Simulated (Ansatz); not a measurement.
Consider the ligand exchange at a B–C bond: `BC/C(C)=C\F` + H–F → `BF` + `CC(C)=CF`.

Gas-phase electronic energies from Ansatz, PBE0-D4/def2-TZVP geometries. CCSD(T)/CBS adds triple-zeta CCSD(T) − MP2 to the extrapolated MP2 energy (def2 sets, frozen cores). This one scheme is used for every species. Each species was taken in one conformer, which may not be the lowest.

`BC/C(C)=C\F`:

```xyz
14

B     0.592   -0.470   -1.431
C     1.324    0.117   -0.178
C    -0.081    0.265    0.328
C    -0.623   -0.755    1.278
C    -0.889    1.228   -0.133
F    -0.458    2.227   -0.900
H     0.209   -1.604   -1.425
H     0.395    0.224   -2.381
H     1.833    1.067   -0.324
H     1.894   -0.563    0.451
H    -0.385   -1.764    0.937
H    -0.166   -0.622    2.263
H    -1.706   -0.676    1.391
H    -1.938    1.325    0.124
```

H–F:

Z-matrix (Å, degrees):
```
F
H 1 0.920
```

`BF`:

```xyz
4

B     0.029   -0.031    0.026
F    -0.741    0.794   -0.652
H     0.767   -0.743   -0.594
H    -0.055   -0.020    1.220
```

`CC(C)=CF`:

Z-matrix (Å, degrees):
```
C
C 1 1.492
H 1 1.095 2 110.5
H 1 1.089 2 112.0 3 -121.0
H 1 1.095 2 110.5 3 117.9
C 2 1.494 1 117.7 3 -59.0
C 2 1.323 1 122.7 3 121.0
H 6 1.091 2 112.0 1 180.0
H 6 1.095 2 110.8 1 -59.2
H 6 1.095 2 110.8 1 59.2
F 7 1.344 2 122.6 1 0.0
H 7 1.084 2 125.2 1 -180.0
```

```json
{"species": "`BC/C(C)=C\\F`", "CCSD(T)/CBS(def2) energy (Eh)": "-281.56707"}
{"species": "H–F", "CCSD(T)/CBS(def2) energy (Eh)": "-100.39570"}
{"species": "`BF`", "CCSD(T)/CBS(def2) energy (Eh)": "-125.82039"}
{"species": "`CC(C)=CF`", "CCSD(T)/CBS(def2) energy (Eh)": "-256.19448"}
```

Problem. Work out ΔE.

Solution. ΔE = (-125.82039) + (-256.19448) − (-281.56707) − (-100.39570) = -0.05210 Eh = -32.7 kcal/mol.

Largest T1 diagnostic among the species: 0.013.

In def2-TZVPP, CCSD(T) changes the Hartree–Fock value by +11.0 kcal/mol (the triples alone add +1.7 kcal/mol) and MP2 by +13.2 kcal/mol. The D4 term adds +2.4 kcal/mol with B3LYP and +1.3 kcal/mol with PBE0; it sums over pairs of atoms, weighted by their polarisabilities, and B3LYP, whose exchange is more repulsive, gets the larger term.

B3LYP here is the variant with VWN-RPA as its local correlation; programs differ in this.
